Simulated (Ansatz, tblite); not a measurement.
Spin states of Cu3H (the lowest singlet isomer of a short search), each relaxed with PBE-D4/def2-TZVP in Ansatz. Electronic energies in the gas phase.

The xTB rows come from tblite. LC-ωPBE has ω = 0.4 bohr⁻¹. B3LYP takes the VWN-RPA correlation. Correlated methods freeze 27 core orbitals. The structure comes from a short search, and lower isomers may exist.

Singlet geometry (Cs within 0.1 Å):

```xyz
4

Cu   -0.299    0.433    0.479
Cu    0.828   -1.491   -0.404
Cu    0.241    0.131   -1.917
H    -0.770    0.927    1.841
```

Triplet geometry (C2v within 0.1 Å):

```xyz
4

Cu   -0.758   -0.997   -0.182
Cu    0.539    0.963    0.617
Cu    0.803    0.122   -1.600
H    -0.584   -0.088    1.164
```

Quintet geometry (C3v within 0.1 Å):

Cartesian coordinates in Å:
```
Cu 0.6270 -0.4428 -1.1859
Cu 0.8748 0.4551 1.0089
Cu -1.0801 -0.7933 0.4459
H -0.4217 0.7809 -0.2690
```

⟨S²⟩: triplet 2.01 at PBE0-D4/def2-TZVP (pure 2.00), quintet 6.02 at PBE0-D4/def2-TZVP (pure 6.00).

Run but left out: HF/STO-3G (triplet: ⟨S²⟩ 6.00, where a pure state has 2.00); GFN2-xTB (tight binding far off the other levels); HF/STO-3G (quintet: ⟨S²⟩ 8.30, where a pure state has 6.00).

Only these spin states were relaxed. The triplet has other bonds than the singlet, so the gap mixes isomer and spin. The quintet has other bonds than the singlet, so the gap mixes isomer and spin.

```csv
level,triplet − singlet (kcal/mol),quintet − singlet (kcal/mol),lowest of these
GFN1-xTB,34.4,103.8,singlet
HF/def2-TZVP,7.5,40.0,singlet
PBE-D4/def2-TZVP,14.4,78.7,singlet
r2SCAN-D4/def2-TZVP,11.8,70.2,singlet
B3LYP-D4/def2-TZVP,18.7,91.9,singlet
PBE0-D4/def2-TZVP,15.9,87.4,singlet
BHLYP-D4/def2-TZVP,19.4,91.8,singlet
CAM-B3LYP-D4/def2-TZVP,19.5,97.7,singlet
LC-ωPBE/def2-TZVP,16.2,95.3,singlet
RPA@PBE/def2-TZVP,16.0,65.0,singlet
```

Change of the quintet − singlet gap on mixing in exact exchange, in kcal/mol: PBE to PBE0 (25 % exact exchange) 8.7.

The xTB methods have no term that favours high spin, so they put low spin too low.
